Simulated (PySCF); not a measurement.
lithium fluoride (FLi), singlet, geometry from GFN2-xTB (such geometries of metal compounds can be far from the true shape); PySCF with BLYP/cc-pVTZ.

Here is a job for PySCF.
```python
from pyscf import gto, scf, dft

mol = gto.Mole()
mol.atom = '''
    Li   -0.000000   -0.000000   -1.140433
    F     0.000000    0.000000    0.380144
'''
mol.basis = 'cc-pvtz'
mol.charge = 0
mol.spin = 0
mol.verbose = 4
mol.build()

mf = dft.RKS(mol)
mf.xc = 'blyp'
mf.grids.level = 5
mf.kernel()
```

The log (banner, timings and long lists left out):

```
PySCF version 2.14.0

[INPUT] verbose = 4
[INPUT] num. atoms = 2
[INPUT] num. electrons = 12
[INPUT] charge = 0
[INPUT] spin (= nelec alpha-beta = 2S) = 0
[INPUT] symmetry False subgroup None
[INPUT] Mole.unit = angstrom
[INPUT] Symbol           X                Y                Z      unit          X                Y                Z       unit  Magmom
[INPUT]  1 Li     0.000000000000   0.000000000000  -1.140433000000 AA    0.000000000000   0.000000000000  -2.155106033416 Bohr   0.0
[INPUT]  2 F      0.000000000000   0.000000000000   0.380144000000 AA    0.000000000000   0.000000000000   0.718368047897 Bohr   0.0

nuclear repulsion = 9.39629147017218
number of shells = 18
number of NR pGTOs = 85
number of NR cGTOs = 60
basis = cc-pvtz
ecp = {}

******** <class 'pyscf.dft.rks.RKS'> ********
method = RKS
initial guess = minao
damping factor = 0
level_shift factor = 0
DIIS = <class 'pyscf.scf.diis.CDIIS'>
diis_start_cycle = 1
diis_space = 8
diis_damp = 0
SCF conv_tol = 1e-09
SCF conv_tol_grad = None
SCF max_cycles = 50
direct_scf = True
direct_scf_tol = 1e-13
XC library pyscf.dft.libxc version 7.1.2
    S. Lehtola, C. Steigemann, M. J. T. Oliveira, and M. A. L. Marques,  SoftwareX 7, 1–5 (2018)
XC functionals = blyp
    A. D. Becke,  Phys. Rev. A 38, 3098 (1988)
    C. Lee, W. Yang, and R. G. Parr,  Phys. Rev. B 37, 785 (1988)
    B. Miehlich, A. Savin, H. Stoll, and H. Preuss,  Chem. Phys. Lett. 157, 200 (1989)
radial grids:
    Treutler-Ahlrichs [JCP 102, 346 (1995); DOI:10.1063/1.469408] (M4) radial grids

becke partition: Becke, JCP 88, 2547 (1988); DOI:10.1063/1.454033
pruning grids: <function nwchem_prune>
grids dens level: 5
symmetrized grids: False
atomic radii adjust function: <function treutler_atomic_radii_adjust>
small_rho_cutoff = 0
Set gradient conv threshold to 3.16228e-05
Initial guess from minao.
tot grids = 85456
init E= -107.302106493449
  HOMO = -0.487771506142648  LUMO = -0.0891831219760952  gap/eV = 10.84614
cycle= 1 E= -107.318702110494  delta_E= -0.0166  |g|= 0.901  |ddm|= 0.879
  HOMO = -0.0260035096016491  LUMO = 0.0112907086026972  gap/eV = 1.01483
cycle= 2 E= -100.817844592415  delta_E=  6.5  |g|=  4.4  |ddm|= 2.19
  HOMO = -0.293515946297979  LUMO = -0.0518069586440113  gap/eV = 6.57724
cycle= 3 E= -107.453177142828  delta_E= -6.64  |g|= 0.129  |ddm|= 2.09
  HOMO = -0.21407774341404  LUMO = -0.0580730162111909  gap/eV = 4.24510
cycle= 4 E= -107.455058922532  delta_E= -0.00188  |g|= 0.0893  |ddm|= 0.172
  HOMO = -0.222815975282689  LUMO = -0.0591305189351985  gap/eV = 4.45411
cycle= 5 E= -107.456400935593  delta_E= -0.00134  |g|= 0.0234  |ddm|= 0.0348
  HOMO = -0.225692141001029  LUMO = -0.0596972814717542  gap/eV = 4.51695
cycle= 6 E= -107.456480447222  delta_E= -7.95e-05  |g|= 0.00763  |ddm|= 0.00778
  HOMO = -0.226718666209468  LUMO = -0.0597331372801051  gap/eV = 4.54391
cycle= 7 E= -107.456489573547  delta_E= -9.13e-06  |g|= 0.000886  |ddm|= 0.00294
  HOMO = -0.226835195685547  LUMO = -0.0597104820675654  gap/eV = 4.54770
cycle= 8 E= -107.456489696295  delta_E= -1.23e-07  |g|= 2.65e-05  |ddm|= 0.00039
  HOMO = -0.22683091584952  LUMO = -0.0597090456790479  gap/eV = 4.54762
cycle= 9 E= -107.456489696438  delta_E= -1.43e-10  |g|= 3.82e-06  |ddm|= 2.09e-05
  HOMO = -0.226828928127233  LUMO = -0.0597086715940289  gap/eV = 4.54757
Extra cycle  E= -107.456489696426  delta_E= 1.26e-11  |g|= 1e-05  |ddm|= 5.87e-06
converged SCF energy = -107.456489696426
```
